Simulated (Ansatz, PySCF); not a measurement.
The pair A = N2 (SMILES N#N) (first 2 atoms), B = CH2F2 (SMILES FCF); geometry from B3LYP-D3(BJ)/def2-TZVP.
(charge 0, multiplicity 1):
```xyz
7

N      0.3584     0.0622    -0.2647
N     -0.4931    -0.0304     0.4104
F      0.4548    -1.3239     3.2263
C     -0.2862    -0.2904     3.7154
F      0.3482     0.8763     3.4105
H     -0.3419    -0.3840     4.8011
H     -1.2605    -0.2966     3.2258
```

Frozen-core correlation. CBS: X⁻³ extrapolation of the correlation energy, Hartree–Fock from the larger set. MP2 and its Hartree–Fock in aug-cc-pVTZ are density fitted.

Run with Ansatz (Gaussian basis) for Hartree–Fock, density functionals and correlated methods; PySCF for the dispersion terms. 

The monomers are drawn apart, rigid, along the line of their centres of mass. Counterpoise-corrected interaction energies (kcal/mol):

```csv
level,R = 4.713 Å,R = 6.042 Å
PBE/def2-TZVPPD,-0.1937,-0.0496
PBE-D3(BJ)/def2-TZVPPD,-0.3332,-0.0828
wB97M-V/def2-TZVPPD,-0.2925,-0.0807
"MP2/CBS(aug-cc-pVDZ, aug-cc-pVTZ) + ΔCCSD(T)/aug-cc-pVDZ",-0.2827,-0.0799
```

Problem. R is the distance of the centres of mass. Find the local exponent m of E ∝ R⁻ᵐ between the two points.

Solution. 
m = ln(E₁/E₂)/ln(R₂/R₁): PBE/def2-TZVPPD 5.5; PBE-D3(BJ)/def2-TZVPPD 5.6; wB97M-V/def2-TZVPPD 5.2; MP2/CBS(aug-cc-pVDZ, aug-cc-pVTZ) + ΔCCSD(T)/aug-cc-pVDZ 5.1. For scale, two fixed dipoles give m = 3, dipole and quadrupole 4, quadrupoles 5, and dispersion or dipole-induced dipole 6 at long range; at these distances several terms mix, and what is left of overlap and damping shifts m, so it need not match one of them.

Ansatz is an electronic-structure program.
